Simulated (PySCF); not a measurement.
C₂F₅, SMILES F[C](F)C(F)(F)F, multiplicity 2. Atoms are numbered in the order given.

```xyz
7

F      1.5177     0.0035    -1.1033
C      0.8714    -0.3536     0.0000
F      1.5177     0.0035     1.1033
C     -0.6107    -0.0215     0.0000
F     -0.8292     1.3171     0.0000
F     -1.1899    -0.5371     1.0968
F     -1.1899    -0.5371    -1.0968
```
Charge 0, spin multiplicity 2.

Geometry optimised at PBE-D3(BJ)/def2-SVP.

The numbers are results of PBE-D3(BJ)/def2-SVP run with PySCF 2.14.0, not measurements.

Harmonic, unscaled wavenumbers; measured fundamentals usually lie a few per cent lower.

| mode | ν (cm⁻¹) | IR (km/mol) | moving atoms (share of kinetic energy) |
|---|---|---|---|
| 1 | 55 | 0.0 | F 99 % |
| 2 | 200 | 2.7 | F 96 % |
| 3 | 208 | 2.1 | F 92 % |
| 4 | 357 | 0.2 | F 97 % |
| 5 | 407 | 0.8 | F 93 % |
| 6 | 497 | 3.2 | F 84 %, C 16 % |
| 7 | 570 | 0.8 | F 90 %, C 10 % |
| 8 | 594 | 8.8 | F 82 %, C 18 % |
| 9 | 673 | 12.2 | C 51 %, F 49 % |
| 10 | 801 | 2.5 | F 70 %, C 30 % |
| 11 | 1095 | 249.4 | C 70 %, F 30 % |
| 12 | 1164 | 316.1 | C 71 %, F 29 % |
| 13 | 1212 | 237.1 | C 79 %, F 21 % |
| 14 | 1282 | 265.4 | C 72 %, F 28 % |
| 15 | 1383 | 14.1 | C 85 %, F 15 % |
